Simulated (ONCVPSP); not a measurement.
# Pseudopotential generation for B (Z = 5): ONCV, PBEsol, scalar-relativistic.

The input file (ONCVPSP 4.0.1):

```
# ATOM AND REFERENCE CONFIGURATION
# atsym  z   nc   nv     iexc    psfile
  B 5.00    1    2  -116133      upf
#
#   n    l    f
    1    0    2.00
    2    0    2.00
    2    1    1.00
#
# PSEUDOPOTENTIAL AND OPTIMIZATION
# lmax
    2
#
#   l,   rc,      ep,       ncon, nbas, qcut
    0    1.70    0.00    5    9    4.20
    1    2.80    0.00    3    6    3.90
    2    2.95    0.07    4    8    3.60
#
# LOCAL POTENTIAL
# lloc, lpopt,  rc(5),   dvloc0
    0    5    1.70    0.00
#
# VANDERBILT-KLEINMAN-BYLANDER PROJECTORs
# l, nproj, debl
    0    0    3.10
    1    2    0.80
    2    3    1.50
#
# MODEL CORE CHARGE
# icmod, fcfact, rcfact
    3    2.00    1.05
#
# LOG DERIVATIVE ANALYSIS
# epsh1, epsh2, depsh
   -2.00    5.00    0.02
#
# OUTPUT GRID
# rlmax, drl
    6.00    0.01
#
# TEST CONFIGURATIONS
# ncnf
    4
# nvcnf
#   n    l    f
    2
    2    0    2.00
    2    1    0.00
#
    2
    2    0    1.00
    2    1    0.00
#
    2
    2    0    2.00
    2    1    0.50
#
    2
    2    0    1.00
    2    1    1.00
#
```

Command:

```bash
oncvpsp.x < B.dat > B.out
```

Output (shortened: citation, most of the input echo, consistency checks and plot data are left out):

```
ONCVPSP  (Optimized Norm-Conservinng Vanderbilt PSeudopotential)
scalar-relativistic version 4.0.1

#   n    l    f        energy (Ha)
    1    0    2.00    -6.5983106E+00
    2    0    2.00    -3.4401757E-01
    2    1    1.00    -1.3065645E-01

Reference configufation results
  iterations    23
  all-electron total energy (Ha)   -2.44697267D+01

Begin loop to  construct optimized pseudo wave functions
and semi-local pseudopoentials for all angular momenta

Calculating optimized projector #   1

 for l=   0

    Fraction of norm inside rc  0.444893
    Optimizing pswf for qcut=   4.19 a_B^-1,  ecut=   8.80 Ha
    Residual kinetic energy error=  1.29D-03 Ha

    Energy error per electron        Cutoff
         Ha          eV             Ha
         0.01000     0.27211        4.86
         0.00100     0.02721        9.51
         0.00010     0.00272       61.37
         0.00001     0.00027       76.79

   Wellstate for l =  1  n =  4
     eigenvalue =   0.6693
     asymptotic potential =   1.1693
     half-point radius =  6.9307

Calculating optimized projector #   1

 for l=   1

    Fraction of norm inside rc  0.721894
    Optimizing pswf for qcut=   3.90 a_B^-1,  ecut=   7.59 Ha
    Residual kinetic energy error=  2.52D-05 Ha

    Energy error per electron        Cutoff
         Ha          eV             Ha
         0.01000     0.27211        4.13
         0.00100     0.02721        5.62
         0.00010     0.00272        7.00
         0.00001     0.00027       12.91

Calculating optimized projector #   2

 for l=   1

    Fraction of norm inside rc  0.179817
    Optimizing pswf for qcut=   3.90 a_B^-1,  ecut=   7.59 Ha
    Residual kinetic energy error=  3.17D-04 Ha

    Energy error per electron        Cutoff
         Ha          eV             Ha
         0.01000     0.27211        5.02
         0.00100     0.02721        6.83
         0.00010     0.00272       11.08
         0.00001     0.00027       20.52

   Wellstate for l =  2  n =  3
     eigenvalue =   0.0700
     asymptotic potential =   0.5700
     half-point radius = 21.4038

   Wellstate for l =  2  n =  5
     eigenvalue =   1.5700
     asymptotic potential =   2.0700
     half-point radius =  5.5943

   Wellstate for l =  2  n =  6
     eigenvalue =   3.0700
     asymptotic potential =   3.5700
     half-point radius =  4.9807

Calculating optimized projector #   1

 for l=   2

    Fraction of norm inside rc  0.009949
    Optimizing pswf for qcut=   3.59 a_B^-1,  ecut=   6.45 Ha
    Residual kinetic energy error=  1.75D-07 Ha

    Energy error per electron        Cutoff
         Ha          eV             Ha
         0.01000     0.27211        0.25
         0.00100     0.02721        0.76
         0.00010     0.00272        2.10
         0.00001     0.00027        3.77

Calculating optimized projector #   2

 for l=   2

    Fraction of norm inside rc  0.229430
    Optimizing pswf for qcut=   3.59 a_B^-1,  ecut=   6.45 Ha
    Residual kinetic energy error=  1.42D-03 Ha

    Energy error per electron        Cutoff
         Ha          eV             Ha
         0.01000     0.27211        4.51
         0.00100     0.02721        6.90
         0.00010     0.00272       18.77
         0.00001     0.00027       33.01

Calculating optimized projector #   3

 for l=   2

    Fraction of norm inside rc  0.254832
    Optimizing pswf for qcut=   3.59 a_B^-1,  ecut=   6.45 Ha
    Residual kinetic energy error=  1.01D-02 Ha

    Energy error per electron        Cutoff
         Ha          eV             Ha
         0.01000     0.27211        6.65
         0.00100     0.02721        9.82
         0.00010     0.00272       17.58
         0.00001     0.00027       32.20

Construct Vanderbilt / Kleinmman-Bylander projectors

B matrix Hermiticity error, ll=   1
   1   2   -1.1060E-05

  Orthonormal projector coefficients -1.5759E+00 -4.3485E-01

B matrix Hermiticity error, ll=   2
   1   2   -2.3502E-06
   1   3   -4.5916E-06
   2   3    2.9918E-05

  Orthonormal projector coefficients -1.8128E+00 -9.9251E-01 -5.2639E-01

Model core correction analysis
  based on d2Exc/dn_idn_j

d2excae - all-electron derivatives

   -4.863308D-02   -4.109766D-02
   -4.110290D-02   -3.847471D-02

d2excps - pseudofunction derivatives with no core correction

   -4.929122D-02   -4.274745D-02
   -4.275090D-02   -3.985779D-02

rms 2nd derivative error    1.394970E-03

rmatch, rhocmatch    0.7525    0.8391

Teter function model core charge with specified parameters

d2excps - pseudofunction derivatives with core correction

   -4.875556D-02   -4.261207D-02
   -4.261574D-02   -3.977596D-02

rms 2nd derivative error    1.254030E-03

Pseudoatom total energy   -2.562659

Diagnostic tests using Vanderbilt-Kleinman-Bylander pseudopotentials
  1 or more projectors used as specified by nproj input data

   l    rcore       rmatch      e in        delta e   norm test  slope test

   0   1.7078368   1.7596904  -0.3440176  -0.0000018   0.9999995   1.0000134

   1   2.8059425   2.8911369  -0.1306564  -0.0000100   0.9999893   0.9999282
   1   2.8059425   2.8911369   0.6693436  -0.0000349   1.0000696   1.0000696

   2   2.9611512   3.0510582   0.0700000   0.0000004   1.0000103   1.0000103
   2   2.9611512   3.0510582   1.5700000   0.0000041   1.0000466   1.0000466
   2   2.9611512   3.0510582   3.0700000   0.0000052   1.0002320   1.0002320

 Testing for bound ghosts
   n   l    E NL Schr. Eq   E Basis Diag.   E Cutoff

   2   1       -0.130666       -0.129729     19.58

 Testing for highly-localized positive-energy ghosts
       l    <radius>/rc     E Basis Diag.   E Cutoff

Test configuration 0

   n   l     f        eae           eps        diff
   1   0  2.0000   -6.59831055
   2   0  2.0000   -0.34401757   -0.34401934   -1.77D-06
   2   1  1.0000   -0.13065645   -0.13066647   -1.00D-05

    Total energies and differences
      AE_ref= -2.44697267D+01  AE_tst= -2.44697267D+01  dif=  0.00D+00
      PS_ref= -2.56265887D+00  PS_tst= -2.56265887D+00  dif= -1.33D-15
      PSP excitation error=  1.33D-15

Test configuration 1

   n   l     f        eae           eps        diff
   1   0  2.0000   -7.07542929
   2   0  2.0000   -0.71213256   -0.70599738    6.14D-03

    Total energies and differences
      AE_ref= -2.44697267D+01  AE_tst= -2.41706085D+01  dif=  2.99D-01
      PS_ref= -2.56265887D+00  PS_tst= -2.26722212D+00  dif=  2.95D-01
      PSP excitation error=  3.68D-03

Test configuration 2

   n   l     f        eae           eps        diff
   1   0  2.0000   -7.71810875
   2   0  1.0000   -1.14948505   -1.13956479    9.92D-03

    Total energies and differences
      AE_ref= -2.44697267D+01  AE_tst= -2.32422603D+01  dif=  1.23D+00
      PS_ref= -2.56265887D+00  PS_tst= -1.34679098D+00  dif=  1.22D+00
      PSP excitation error=  1.16D-02

Test configuration 3

   n   l     f        eae           eps        diff
   1   0  2.0000   -6.81220709
   2   0  2.0000   -0.51548085   -0.51391954    1.56D-03
   2   1  0.5000   -0.29434206   -0.29146222    2.88D-03

    Total energies and differences
      AE_ref= -2.44697267D+01  AE_tst= -2.43647926D+01  dif=  1.05D-01
      PS_ref= -2.56265887D+00  PS_tst= -2.45828814D+00  dif=  1.04D-01
      PSP excitation error=  5.63D-04

Test configuration 4

   n   l     f        eae           eps        diff
   1   0  2.0000   -7.09012001
   2   0  1.0000   -0.71594976   -0.71923485   -3.29D-03
   2   1  1.0000   -0.49113128   -0.48871036    2.42D-03

    Total energies and differences
      AE_ref= -2.44697267D+01  AE_tst= -2.39455247D+01  dif=  5.24D-01
      PS_ref= -2.56265887D+00  PS_tst= -2.03706529D+00  dif=  5.26D-01
      PSP excitation error= -1.39D-03
```

The run took about 3.7 s on one core of a shared server CPU.
